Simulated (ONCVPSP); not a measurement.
Plane-wave convergence, ONCV potential for lanthanum (La)

- Element: lanthanum (La)
- Generator: ONCVPSP 4.0.1
- Type: optimised norm-conserving Vanderbilt (ONCV)
- Functional: PBEsol
- Relativity: scalar-relativistic
- Frozen core: [Xe]
- Valence charge: 3
- Reference configuration: 5d1 6s2
- Partial waves: 6s: rc 3.65 bohr, ncon 5, nbas 10, qcut 1.4 1/bohr, 2 projectors, debl 2 Ha; p scattering state at 0.04 Ha: rc 3.85 bohr, ncon 4, nbas 9, qcut 2.3 1/bohr, 3 projectors, debl 3.1 Ha; 5d: rc 3.65 bohr, ncon 5, nbas 10, qcut 4.1 1/bohr, 3 projectors, debl 2.1 Ha; f scattering state at 0.18 Ha: rc 2.80 bohr, ncon 4, nbas 7, qcut 3.9 1/bohr, 1 projector
- Local potential: polynomial inside 2.25 bohr (lpopt 5, dvloc0 1 Ha)
- Core correction: Teter function, fcfact 3.5, rcfact 1.25

In the p channel the program set the typed energies aside and used 0.050, 3.150, 6.250 Ha. In the f channel the program set the typed energies aside and used -0.161 Ha.

Task: For each optimised wave give the share of its norm inside rc, the residual kinetic energy above qcut (Ha) and the cutoffs (Ha) for errors of 10, 1, 0.1 and 0.01 mHa per electron.

Result:

```csv
wave,norm inside rc,residual KE,10 mHa,1 mHa,0.1 mHa,0.01 mHa
6s,0.330,4.4e-03,0.7,2.2,10.8,19.9
s projector 2,0.194,5.6e-01,5.1,13.9,24.0,27.0
p projector 1,0.067,1.7e-05,0.3,0.8,1.6,6.7
p projector 2,0.185,2.2e-01,14.4,22.9,28.2,38.6
p projector 3,0.151,1.4e+00,12.8,26.0,30.1,36.7
5d,0.743,8.3e-07,4.0,5.4,6.5,7.4
d projector 2,0.248,1.4e-04,5.8,7.3,9.3,24.0
d projector 3,0.191,2.0e-03,7.2,10.1,37.9,43.8
f projector 1,0.968,1.6e-01,23.1,27.4,39.7,64.2
```

The occupied waves need 5.4 Ha and 11 Ha for 1 and 0.1 mHa. The cutoffs count occupied waves only; projector 1 of the f channel, the hardest unoccupied one, needs 27 Ha at the loose tolerance. Note: no bound ghost flagged; GHOST(+) flagged for s at 10.9 eV, p at 135.9 eV.
